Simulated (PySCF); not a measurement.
## How methods differ on the ionisation energy of Yb³⁵⁺

Yb³⁵⁺ [Ar] 3d10 4s2 4p5 [4p1/2^2 4p3/2^3, M_J = 3/2] → Yb³⁶⁺ [Ar] 3d10 4s2 4p4 [4p1/2^2 4p3/2^2, M_J = 2], as a difference of total energies. All numbers are calculated (PySCF 2.14, the two-component X2C-1e Hamiltonian, in an even-tempered Gaussian basis (17 s from 3.7 bohr⁻², ratio 2.8; 14 p from 4.8 bohr⁻², ratio 2.8; 8 d from 8.6 bohr⁻², ratio 2.8; 4 f from 24 bohr⁻², ratio 3)). Correlated levels: [Ne] frozen; the 80 highest virtual spinors dropped. "Screened" scales the spin-orbit matrix elements by Boettger's factors to mimic the two-electron term; Breit and QED terms are absent.

| method | ionisation energy (eV) |
| --- | --- |
| GHF (spin-free) | 1579.3 |
| GMP2 (spin-free) | 1580.7 |
| GHF (screened spin-orbit) | 1559.5 |
| GMP2 (screened spin-orbit) | 1560.9 |

Breit and QED terms and the two-electron picture change are absent.

The spin-free rows relax to the high-spin LS determinant and lack the spin-orbit shift.

The labels give the starting determinants; with spin-orbit coupling the two ends relaxed to ⟨J²⟩ = 3.75, ⟨L²⟩ = 2.06, ⟨S²⟩ = 0.81 and ⟨J²⟩ = 6.00, ⟨L²⟩ = 3.24, ⟨S²⟩ = 1.45.

For comparison: 1564 ± 5 eV (theoretical estimate listed by NIST; NIST Atomic Spectra Database, ionization energies).
